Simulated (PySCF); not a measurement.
**Checking a proposed structure**

A compound C₅H₉BO₂ gives the data below (simulated from a calculation) and was assigned the structure `C[C@@H]1C/C1=C/B(O)O`.

13C{1H} NMR (computed): δ 158.9 (C), 119.5 (CH), 20.2 (CH3), 11.3 (CH), 9.4 (CH2).

1H NMR (600 MHz, computed): δ 6.21 (q, J = 2.7 Hz, 1H), 4.16 (br s, 2H), 1.32 (m, 1H), 1.17 (ddd, J = 11.2, 9.5, 2.8 Hz, 1H), 1.16 (d, J = 7.1 Hz, 3H), 0.51 (ddd, J = 9.5, 5.6, 2.9 Hz, 1H).

Method: NMR shieldings at B3LYP/pcSseg-1/GIAO, coordinates at the PBE0-D3(BJ)/def2-SVP level, couplings computed with B3LYP/pcJ-1 (spin–dipole term only in couplings to heteroatoms), in PySCF 2.14 (one conformer, isolated molecule, no relativistic terms, fast rotation and ring inversion assumed for equivalent nuclei).

Shifts are taken against calculated references (same method and geometry level): TMS for 1H (31.38 ppm), 13C (179.24 ppm).

(1) Compare with the shifts computed for the proposed structure, pairing carbons in order of shift.

(2) Which isomer fits?

Results:

(1) Structure with atom numbers: `[CH3:1][C@@H:2]1[CH2:3]/[C:4]1=[CH:5]/[B:6]([OH:7])[OH:8]` (H(Xn): hydrogen on atom n).

```
atom  computed for proposal  given list  difference
  C4                  170.9       158.9       +12.0
  C5                  114.5       119.5        -5.0
  C1                   19.6        20.2        -0.6
  C2                   15.0        11.3        +3.7
  C3                   11.7         9.4        +2.3
```

The rms difference is 6.1 ppm and the largest +12.0 ppm at C4 (fully substituted alkene carbon). The proposal doesn't fit.

(2) SMILES C[C@@H]1C/C1=C\B(O)O.

- δC 158.9: fully substituted alkene carbon; the olefinic region.
- δC 119.5: alkene CH; as expected for a trigonal carbon in a double bond.
- δC 11.3, 9.4: three-membered-ring carbon; carbons of three-membered rings are unusually shielded.
- δH 1.32, 1.17, 0.51: hydrogen on a three-membered-ring carbon; cyclopropane-type protons are shielded by the ring.

Other isomers checked: C=C[C@H]1CCOBO1 (rms 35.6 ppm).

This is the structure that produced the data.

OH/NH shifts are gas-phase values; hydrogen bonding in solution moves them, usually downfield. A carbon bonded to boron is broadened by the quadrupolar boron nucleus and is often missing from a measured spectrum. Multiplet labels drop couplings under 1 Hz and merge nearly equal ones. Unscaled 3J(H,H) at this level run about 10 % above measured values. Shifts are as computed. Against solution values, carbons near 30 ppm lie about +2 ppm off and those near 130 ppm about +6 ppm. Of 1313 compounds with measured shifts, 239 miss one by over three times the rms of a fit or turn the order of signals round; such compounds aren't used in these exercises.
